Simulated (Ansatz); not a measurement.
C3H7NSi can be A, `CC[SiH2]C#N`, or B, `C#C[SiH2]CN`.

Gas-phase electronic energies from Ansatz, PBE0-D4/def2-TZVP geometries. CCSD(T)/CBS is the MP2 limit (def2-TZVPP, def2-QZVPP) plus CCSD(T) − MP2 in def2-TZVPP, frozen cores. Functionals use def2-TZVPP. B3LYP here is the variant with VWN-RPA as its local correlation; programs differ in this. Each species was taken in one conformer, which may not be the lowest.

Question: Which isomer does CCSD(T)/CBS put lower? Give the gap. (Best estimate.)

Answer: The calculation gave: A, by 40.3 kcal/mol.

Question: Give E(B) − E(A) in kcal/mol with B3LYP-D4, B3LYP, ωB97M-V, PBE-D4, PBE0-D4, CCSD/def2-TZVPP, r2SCAN-D4. (An estimate is asked.)

Answer: The calculation gave: B3LYP-D4 40.5, B3LYP 40.7, ωB97M-V 41.1, PBE-D4 40.0, PBE0-D4 40.3, CCSD/def2-TZVPP 42.7, r2SCAN-D4 40.9. None reverses the order clearly.

Largest T1 diagnostic: 0.012.

In def2-TZVPP, CCSD(T) changes the Hartree–Fock value by −1.4 kcal/mol (the triples alone add −0.2 kcal/mol) and MP2 by −1.1 kcal/mol.
